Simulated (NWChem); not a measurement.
System meant: CH6BeGeO; SMILES C[O][Be][GeH3]

Here is an NWChem input.

```
start job
memory heap 200 mb stack 900 mb global 1100 mb
geometry units angstroms noautoz
  Be    -0.342627    -0.152341    -0.561825
  O     -1.066307    -0.490581    -1.702022
  C     -1.795496    -0.838362    -2.815462
  H     -2.569689    -0.082528    -3.033913
  H     -1.145951    -0.924195    -3.703718
  H     -2.301047    -1.808892    -2.670803
  Ge     0.786165     0.367553     1.231956
  H      1.203428    -0.872485     2.054790
  H      2.094617     1.130399     0.923632
  H     -0.010415     1.269594     2.202557
end
basis spherical
  Be library def2-svp
  O library def2-svp
  C library def2-svp
  H library def2-svp
  Ge library def2-svp
end
dft
  odft
  mult 2
  xc xpbe96 cpbe96
  iterations 150
  mulliken
end
task dft energy
```

End of the output:

```
 Summary of "ao basis" -> "" (spherical)
 ------------------------------------------------------------------------------
       Tag                 Description            Shells   Functions and Types
 ---------------- ------------------------------  ------  ---------------------
 Be                         def2-svp                 5        9   3s2p
 O                          def2-svp                 6       14   3s2p1d
 C                          def2-svp                 6       14   3s2p1d
 H                          def2-svp                 3        5   2s1p
 Ge                         def2-svp                12       32   5s4p3d

  pbe96 is a nonlocal functional; adding pw91lda local functional.

                                 NWChem DFT Module
                                 -----------------

 Summary of "ao basis" -> "ao basis" (spherical)
 ------------------------------------------------------------------------------
       Tag                 Description            Shells   Functions and Types
 ---------------- ------------------------------  ------  ---------------------
 Be                         def2-svp                 5        9   3s2p
 O                          def2-svp                 6       14   3s2p1d
 C                          def2-svp                 6       14   3s2p1d
 H                          def2-svp                 3        5   2s1p
 Ge                         def2-svp                12       32   5s4p3d

  number of electrons :                   56
  multiplicity        :                    2
 ------------------------------------------------------------------------
  no. of electrons and multiplicity not compatible                  56
 ------------------------------------------------------------------------
 ------------------------------------------------------------------------
  current input line :
    29: task dft energy
 ------------------------------------------------------------------------
 ------------------------------------------------------------------------
 There is an error in the input file
 ------------------------------------------------------------------------
 For more information see the NWChem manual at https://nwchemgit.github.io

0: no. of electrons and multiplicity not compatible:Received an Error in Communication
```

Problem. What is wrong, and how is it mended?

Solution. The program refused the input. Cause: the multiplicity doesn't fit the number of electrons (an even count wants an odd multiplicity, and the reverse). This input runs:
```
start job
memory heap 200 mb stack 900 mb global 1100 mb
geometry units angstroms noautoz
  Be    -0.342627    -0.152341    -0.561825
  O     -1.066307    -0.490581    -1.702022
  C     -1.795496    -0.838362    -2.815462
  H     -2.569689    -0.082528    -3.033913
  H     -1.145951    -0.924195    -3.703718
  H     -2.301047    -1.808892    -2.670803
  Ge     0.786165     0.367553     1.231956
  H      1.203428    -0.872485     2.054790
  H      2.094617     1.130399     0.923632
  H     -0.010415     1.269594     2.202557
end
basis spherical
  * library def2-svp
end
dft
  xc xpbe96 cpbe96
  iterations 150
  mulliken
end
task dft energy
```
It converges to -2207.87206 Ha (PBE/def2-SVP).
